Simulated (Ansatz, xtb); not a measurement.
Relative energy of two isomers of ClFGaH2NSi

Structure X: `F[Si@H](Cl)[NH][Ga]`, a singlet. Structure Y: `F[Si][NH][GaH][Cl]`, a singlet. Both are isolated molecules in the gas phase, relaxed with r2SCAN-D4/def2-SVP; the shapes shown needn't be the lowest conformers.

X (Å):

```yaml
atoms:
  - { symbol: Cl, position_ang: [-3.7757, -1.4768, -1.2091] }
  - { symbol: F, position_ang: [-1.0475, -0.2552, -1.1055] }
  - { symbol: Ga, position_ang: [-0.9220, 0.6108, 1.7195] }
  - { symbol: N, position_ang: [-1.8109, -1.0263, 1.2423] }
  - { symbol: Si, position_ang: [-1.8755, -1.4726, -0.3944] }
  - { symbol: H, position_ang: [-2.2913, -1.5935, 1.9415] }
  - { symbol: H, position_ang: [-1.2416, -2.7475, -0.7988] }
```

Y (Å):

| atom | x (Å) | y (Å) | z (Å) |
| --- | --- | --- | --- |
| Cl | -1.5397 | -1.1494 | 3.1988 |
| F | -3.5538 | -0.4857 | -2.1948 |
| Ga | -0.9343 | -1.4922 | 1.1662 |
| N | -2.2097 | -0.9850 | -0.0586 |
| Si | -2.0849 | -1.1088 | -1.7843 |
| H | 0.4406 | -2.1033 | 0.8387 |
| H | -3.0707 | -0.5942 | 0.3391 |

**Question.** Estimate E(Y) − E(X) at the level CCSD(T)/def2-SVP + ΔMP2/def2-TZVPP.

**Answer.** Calculated at CCSD(T)/def2-SVP + ΔMP2/def2-TZVPP: E(Y) − E(X) = +0.908 eV, so structure X lies lower.

How the difference moves with the method:

| level | geometry | E(Y) − E(X) (eV) | departure from the last row (eV) | job, with rough time for the two |
| --- | --- | --- | --- | --- |
| r2SCAN-D4/def2-SVP | r2SCAN-D4/def2-SVP | +0.899 | −0.009 | optimisation, 17 s |
| HF/def2-SVP | r2SCAN-D4/def2-SVP | +0.869 | −0.039 | part of the CCSD(T) run |
| MP2/def2-SVP | r2SCAN-D4/def2-SVP | +0.722 | −0.186 | part of the CCSD(T) run |
| CCSD(T)/def2-SVP | r2SCAN-D4/def2-SVP | +0.725 | −0.183 | single point |
| CCSD(T)/def2-SVP + ΔMP2/def2-TZVPP | r2SCAN-D4/def2-SVP | +0.908 |  | single point, 19 s |

As drawn, Y has 1 Cl–Ga, 1 Ga–H in place of 1 Cl–Si, 1 Si–H.

None of the levels shown reverses the order. The largest departure from CCSD(T)/def2-SVP + ΔMP2/def2-TZVPP is that of MP2/def2-SVP, 0.186 eV. Levels run at GFN2-xTB geometries aren't shown. The last row adds to CCSD(T) the change of the MP2 difference between the two basis sets, here +0.183 eV, a large step that makes the value less sure.

With harmonic frequencies from r2SCAN-D4/def2-SVP (ideal gas, rigid rotor, one conformer each, 600 K, 1 atm): the zero-point term adds −0.053 eV; ΔH is +0.878 and ΔG +0.809 eV.

The correlated steps freeze 21 core orbitals; the filled d shell of Ga is correlated, in a basis made for valence electrons. Mirror images aren't counted in ΔG. Run with Ansatz 0.2.0; the last row on 2 threads of Intel(R) Xeon(R) 6975P-C (Granite Rapids) on a shared host.
